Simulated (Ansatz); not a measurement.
Basis sets over 5 cases of the dipole moment at MP2 with Ansatz (Ga to Br present), each against its own reference: (a) the value in aug-cc-pV5Z; (b) the value in aug-pcseg-3 (pcseg sets are built for DFT). By their distance from other large sets or by the extrapolation step the references are unsure by up to roughly 0.015 D and lie short of the limit. B3LYP-D3(BJ)/def2-TZVP geometries; frozen cores (3d too); no added dispersion term; no relativity. Cartesian d functions in some cases of 6-31G*. (X+d) sets on Al to Cl for cc-pVXZ and aug-cc-pVXZ. 

Cases are drawn at random; left out are references unsure by over 0.017 D, dipoles under 0.05 D, doubtful singlets, and cases whose largest runs show a restricted determinant unstable towards unrestricted orbitals, <S^2> over 0.1 too high or, where CCSD(T) ran, T1 over 0.025 (0.045 for open shells). Sets are drawn from those converged to one state in every case.

Cases (SMILES) and reference values:
- Br (HBr): 0.873 D (a)
- [Ga][F] (F-Ga) (closed-shell singlet): 2.311 D (b)
- [Ge]=[S] (S-Ge) (closed-shell singlet): 2.002 D (b)
- [Ga][Cl] (Cl-Ga) (closed-shell singlet): 2.561 D (b)
- BrCl (Cl-Br): 0.502 D (b)

```tsv
basis	functions over def2-SVP (largest species, mean of cases)	mean signed deviation (D)	mean absolute	largest	within 0.05 D
def2-SVP	1.0	-0.288	0.380	0.597	1 of 5
6-31G*	1.1	-0.138	0.275	0.496	1 of 5
def2-SVPD	1.3	0.012	0.022	0.037	5 of 5
cc-pVTZ	1.6	-0.063	0.102	0.195	1 of 5
def2-TZVPP	1.8	-0.029	0.053	0.107	2 of 5
def2-TZVPPD	2.1	-0.005	0.010	0.021	5 of 5
cc-pVQZ	2.6	-0.016	0.030	0.079	4 of 5
def2-QZVP	2.9	0.007	0.030	0.055	4 of 5
def2-QZVPP	3.2	0.009	0.029	0.054	4 of 5
aug-cc-pVQZ	3.7	0.002	0.007	0.018	5 of 5
```

Among the sets for which every case ran a larger relative (same family, alike in diffuse functions, listed or not), the smallest listed that holds all cases within 0.05 D together with them is def2-SVPD, at 1.3 times the functions of def2-SVP. Inside, though some case ran no larger relative to test it: aug-cc-pVQZ. Largest deviations of relatives not listed, over the cases that ran them: def2-TZVPD 0.024, def2-QZVPPD 0.013, aug-cc-pV5Z 0.000 D. A case lies within its reference's uncertainty of the window's edge in def2-SVP, def2-TZVPP, def2-QZVP, def2-QZVPP. These figures hold for the cases listed.

Ansatz is a program for electronic structure.
